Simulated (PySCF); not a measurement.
## C4H9FNS: g tensor and hyperfine couplings

Species: C4H9FNS (doublet state).
Numbering: `[CH3:1][C@H:2]([CH2:3][F:4])[C:5]([NH2:6])[SH:7]` (hydrogens: H8, H9, H10 on C1; H11 on C2; H12, H13 on C3; H14, H15 on N6; H16 on S7)

Geometry (GFN2-xTB, Å), atoms numbered from 1 in this order:
```
atom  x, y, z in Å
C1    -1.534    0.666    0.468
C2    -0.385    0.338   -0.490
C3    -0.581   -1.064   -1.098
F4    -0.604   -2.032   -0.119
C5     0.939    0.489    0.192
N6     1.174   -0.229    1.344
S7     2.289    0.915   -0.868
H8    -1.388    1.652    0.899
H9    -1.578   -0.061    1.274
H10   -2.481    0.654   -0.066
H11   -0.402    1.036   -1.333
H12    0.243   -1.318   -1.772
H13   -1.537   -1.133   -1.625
H14    2.138   -0.293    1.633
H15    0.657   -1.090    1.468
H16    3.043    1.480    0.084
```

The hyperfine couplings belong to this conformer and change with its torsions.

The calculation used UKS B3LYP, pcH-1 on C F H N S, non-relativistic, mean-field spin-orbit, GIAO (PySCF 2.14.0). One conformer (not necessarily the lowest) at the GFN2-xTB geometry, without solvent, vibrations or thermal averaging. A GFN2-xTB geometry isn't a minimum of the functional, and hyperfine couplings can be far from their values at a DFT geometry. No stability test was run, so a lower SCF solution isn't excluded.

```
g1, g2, g3 : 2.00088, 2.00256, 2.00422
g_iso      : 2.00255
Form of g  : rhombic: the two nearest values differ by 50 % of g3 − g1
⟨S²⟩       : 0.7540 (exact 0.7500)
```

Hyperfine couplings atom by atom, in 10⁻⁴ cm⁻¹; T1 to T3 are the principal values of the dipolar part; ρ(0) is the spin density at the nucleus (1 × 10⁻⁴ cm⁻¹ = 2.998 MHz):

```csv
atom,isotope,a_iso,of which spin–orbit,T1,T2,T3,Mulliken spin population,ρ(0) (bohr⁻³)
C1,13C,7.5,0.0,-0.8,-0.7,1.5,0.02,0.0201
C2,13C,-7.9,0.0,-0.5,-0.3,0.7,-0.03,-0.0211
C3,13C,17.1,0.0,-1.4,-1.3,2.6,0.03,0.0455
F4,19F,2.1,0.0,-3.2,-2.4,5.6,0.00,0.0015
C5,13C,72.3,0.0,-22.2,-21.7,44.0,0.74,0.1927
N6,14N,12.4,0.0,-2.9,-2.5,5.4,0.13,0.1155
S7,33S,-1.1,-0.1,-4.6,-3.4,7.9,0.07,-0.0091
H8,1H,-0.4,0.0,-1.4,-0.8,2.2,0.00,-0.0003
H9,1H,-0.6,0.0,-1.1,-0.6,1.7,0.00,-0.0004
H10,1H,0.2,0.0,-0.7,-0.5,1.2,0.00,0.0002
H11,1H,2.7,0.0,-1.7,-1.3,3.0,0.00,0.0018
H12,1H,-0.8,0.0,-1.3,-0.5,1.8,0.00,-0.0006
H13,1H,3.9,0.0,-0.8,-0.5,1.3,0.01,0.0026
H14,1H,-3.7,0.0,-3.0,-2.0,5.0,0.00,-0.0025
H15,1H,20.8,0.0,-3.3,-1.7,5.1,0.02,0.0140
H16,1H,23.0,0.0,-1.3,-0.9,2.3,0.03,0.0154
```

The largest Mulliken spin populations are on C5 (+0.74), N6 (+0.13) and S7 (+0.07). C5 is the only atom above +0.15. The angles at C5 add up to 353.7°, so it is slightly pyramidal.

Under fast tumbling the dipolar parts average out, and these isotropic splittings remain (the largest six): 1 × 1H (H16, I = 1/2, 2 lines) with 2.46 mT, 1 × 14N (N6, I = 1, 3 lines) with 1.33 mT, 2 × 1H (H14/H15, I = 1/2, 3 lines) with 0.92 mT, 1 × 1H (H13, I = 1/2, 2 lines) with 0.42 mT, 1 × 1H (H11, I = 1/2, 2 lines) with 0.28 mT and 1 × 19F (F4, I = 1/2, 2 lines) with 0.23 mT.

Nuclei that the bonding pattern makes equivalent are averaged, as if the motion that swaps them (rotation, inversion, ring flip) were fast. The 1H value of +25.7 MHz is a mean of couplings from -10.9 to 62.4 MHz in this one geometry, not an average over conformers.

The 13C coupling of C5 (216.7 MHz) shows only in satellite lines or after enrichment, since that isotope makes up about 1.07 % of natural carbon.

Examples of negative spin density at the nucleus (bohr⁻³): C2 (-0.0211) and S7 (-0.0091).
